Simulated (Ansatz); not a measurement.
Si(H)2(Me)(vinyl) (C3H8Si), SMILES C=C[SiH2]C.

Coordinates come from a B3LYP-D3(BJ)/def2-SVP optimisation. The values are those of a single conformer.

Two levels are set side by side: PBE/def2-SVPD (Ansatz, a first-principles code) and CAM-B3LYP/def2-SVPD (Ansatz). Energy differences of separate SCF runs at the same geometry; the states with an electron removed or added have multiplicity 2 and 2. Differences are taken from unrounded values.

```json
[
 {"quantity": "vertical ionisation energy (eV)", "CAM-B3LYP": "10.02", "PBE": "9.67", "PBE minus CAM-B3LYP": "-0.35"},
 {"quantity": "vertical singlet–triplet gap (eV)", "CAM-B3LYP": "4.20", "PBE": "4.27", "PBE minus CAM-B3LYP": "0.07"}
]
```
